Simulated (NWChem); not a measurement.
Molecule: CH₈GeSi; SMILES C[SiH2][GeH3]

```xyz
11

Si     0.6009    -1.1272    -0.0971
C     -0.8593    -2.3018     0.1070
Ge    -0.0902     1.1550    -0.0245
H      1.2872    -1.3739    -1.4053
H      1.6056    -1.3536     0.9903
H     -0.5211    -3.3489     0.0712
H     -1.3631    -2.1372     1.0715
H     -1.5977    -2.1527    -0.6954
H      1.1086     2.1078    -0.1927
H     -0.7721     1.4807     1.3196
H     -1.1014     1.4596    -1.1480
```
Atoms are numbered in this order, from 1.

Level: PBE0/def2-SVP (NWChem), optimised geometry, unscaled harmonic frequencies. 

| frequency (cm⁻¹) | IR intensity (km/mol) |
|---|---|
| 81 | 0.0 |
| 135 | 1.1 |
| 163 | 0.2 |
| 347 | 1.3 |
| 351 | 16.1 |
| 450 | 17.0 |
| 493 | 0.3 |
| 647 | 0.3 |
| 681 | 6.0 |
| 718 | 73.1 |
| 790 | 295.0 |
| 883 | 2.1 |
| 884 | 64.1 |
| 891 | 58.5 |
| 891 | 59.5 |
| 936 | 78.1 |
| 1263 | 13.5 |
| 1432 | 2.5 |
| 1432 | 7.9 |
| 2143 | 81.3 |
| 2147 | 101.6 |
| 2153 | 109.8 |
| 2213 | 97.6 |
| 2217 | 125.0 |
| 3061 | 2.7 |
| 3168 | 0.8 |
| 3170 | 1.3 |

```yaml
zero_point_energy: 48.2 kcal/mol
thermal correction to the enthalpy at 298.15 K (with zero-point energy): 53.1 kcal/mol
heat capacity Cv: 23.7 cal/(mol K)
entropy at 298.15 K and 1 atm (symmetry number 1): 81.5 cal/(mol K)
dipole_moment: 0.96 D
```

Rigid rotor and harmonic oscillator; modes under 100 cm⁻¹ make the entropy uncertain.
